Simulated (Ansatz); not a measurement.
Geometry optimisation, Ansatz, RHF/def2-SVP.

The input (input.yaml):

```yaml
crystal:
  periodic: [false, false, false]
  atoms:
    - { symbol: B, position_ang: [0.102224, 0.58683, -0.491388] }
    - { symbol: F, position_ang: [-0.178637, 0.286664, 2.010388] }
    - { symbol: "N", position_ang: [1.306223, -0.0431, -0.804236] }
    - { symbol: H, position_ang: [1.353591, -0.964768, -1.187441] }
    - { symbol: H, position_ang: [2.201234, 0.353521, -0.608769] }
    - { symbol: C, position_ang: [-1.308789, -0.029692, -0.86289] }
    - { symbol: H, position_ang: [-1.271516, -1.112409, -1.034394] }
    - { symbol: H, position_ang: [-2.0637, 0.168493, -0.095604] }
    - { symbol: H, position_ang: [-1.663672, 0.440678, -1.792536] }
    - { symbol: H, position_ang: [0.177439, 1.690744, -0.024781] }
    - { symbol: H, position_ang: [-0.095197, 1.148539, 1.735152] }
basis:
  gaussian: { orbitals: def2-SVP }
hamiltonian:
  xc: hf
relax:
  f_tol: 0.03
  max_steps: 50
```

Run as:

```bash
$ ansatz run input.yaml --threads 1 --pin off --max-ram 2048MiB --backend cpu --events-out ev --progress --plain --runs-dir out
```

**Question.** Where does it end, and by what steps?

**Answer.** It converged. The force dipped under the threshold on the way, but the program's further checks kept it going. After 19 steps the energy has fallen by 0.138 eV; F2 moved furthest, 0.71 Å.

```json
{"step": "0", "energy less start (eV)": "0.0000", "largest force component (eV/Å)": "0.504", "accepted": "yes"}
{"step": "1", "energy less start (eV)": "-0.0767", "largest force component (eV/Å)": "0.906", "accepted": "yes"}
{"step": "2", "energy less start (eV)": "-0.1008", "largest force component (eV/Å)": "0.995", "accepted": "yes"}
{"step": "3", "energy less start (eV)": "-0.0695", "largest force component (eV/Å)": "2.226", "accepted": "no"}
{"step": "4", "energy less start (eV)": "-0.1190", "largest force component (eV/Å)": "0.113", "accepted": "yes"}
{"step": "5", "energy less start (eV)": "-0.1087", "largest force component (eV/Å)": "0.517", "accepted": "no"}
{"step": "6", "energy less start (eV)": "-0.1236", "largest force component (eV/Å)": "0.072", "accepted": "yes"}
{"step": "7", "energy less start (eV)": "-0.1270", "largest force component (eV/Å)": "0.111", "accepted": "yes"}
{"step": "8", "energy less start (eV)": "-0.1300", "largest force component (eV/Å)": "0.170", "accepted": "yes"}
{"step": "9", "energy less start (eV)": "-0.1323", "largest force component (eV/Å)": "0.157", "accepted": "yes"}
{"step": "10", "energy less start (eV)": "-0.1301", "largest force component (eV/Å)": "0.265", "accepted": "no"}
{"step": "11", "energy less start (eV)": "-0.1335", "largest force component (eV/Å)": "0.041", "accepted": "yes"}
{"step": "12", "energy less start (eV)": "-0.1362", "largest force component (eV/Å)": "0.013", "accepted": "yes"}
{"step": "13", "energy less start (eV)": "-0.1347", "largest force component (eV/Å)": "0.221", "accepted": "no"}
{"step": "14", "energy less start (eV)": "-0.1373", "largest force component (eV/Å)": "0.038", "accepted": "yes"}
{"step": "15", "energy less start (eV)": "-0.1374", "largest force component (eV/Å)": "0.054", "accepted": "yes"}
{"step": "16", "energy less start (eV)": "-0.1375", "largest force component (eV/Å)": "0.047", "accepted": "yes"}
{"step": "17", "energy less start (eV)": "-0.1375", "largest force component (eV/Å)": "0.034", "accepted": "yes"}
{"step": "18", "energy less start (eV)": "-0.1375", "largest force component (eV/Å)": "0.074", "accepted": "yes"}
{"step": "19", "energy less start (eV)": "-0.1377", "largest force component (eV/Å)": "0.005", "accepted": "yes"}
```

```xyz
11
Properties=species:S:1:pos:R:3
B 0.151 0.515 -0.587
F -0.396 0.709 2.545
N 1.345 -0.122 -0.910
H 1.382 -1.000 -1.385
H 2.243 0.249 -0.679
C -1.277 -0.067 -0.937
H -1.244 -1.025 -1.463
H -1.858 -0.201 -0.021
H -1.834 0.643 -1.556
H 0.242 1.579 -0.009
H -0.196 1.246 1.846
```

Whether the end is a true minimum wasn't checked by a vibrational analysis.

Time of the run: 36 s on 1 thread of Arm Neoverse V2, on a shared host, peak memory 0.15 GiB.
